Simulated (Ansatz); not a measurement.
Consider the formal hydrolysis of the Si–N bond: `C[SiH2][NH][ZnH]` + H₂O → `C[SiH2]O` + `[NH2][ZnH]`.

Computed with Ansatz on PBE0-D4/def2-TZVP structures; ΔE is electronic, products minus reactants. CCSD(T)/CBS adds triple-zeta CCSD(T) − MP2 to the extrapolated MP2 energy (def2 sets, frozen cores). This one scheme is used for every species. Functionals use def2-TZVPP. HSE06 is defined as in plane-wave codes. For Zn outer-core shells are correlated without core-valence functions, which leaves a few kJ/mol of doubt a bond. Scalar relativity is left out up to krypton. One conformer a species, not always the lowest.

Question: Is it downhill or uphill in electronic energy at CCSD(T)/CBS, and by how much? (An estimate is asked.)

Answer: Computed: Downhill: ΔE = -4.8 kcal/mol.

Question: What do these levels give: revPBE-D4, CAM-B3LYP-D4, HSE06, CAM-B3LYP, SCS-MP2/def2-TZVPP, CCSD(T)/def2-TZVPP? (Estimate.)

Answer: The calculation gave: revPBE-D4 -4.2, CAM-B3LYP-D4 -6.8, HSE06 -6.1, CAM-B3LYP -8.1, SCS-MP2/def2-TZVPP -5.6, CCSD(T)/def2-TZVPP -4.9 kcal/mol.

Largest T1 diagnostic among the species: 0.016.

From BLYP to BHLYP (50 % exact exchange), in def2-TZVPP and without D4, ΔE moves by +1.0 kcal/mol. Leaving LDA and LC-ωPBE aside and taking each functional with its dispersion term where it has one, the values, not all of them listed here, spread over 2.8 kcal/mol, from B2PLYP to revPBE-D4. LDA lies +0.9 kcal/mol from PBE without D4.
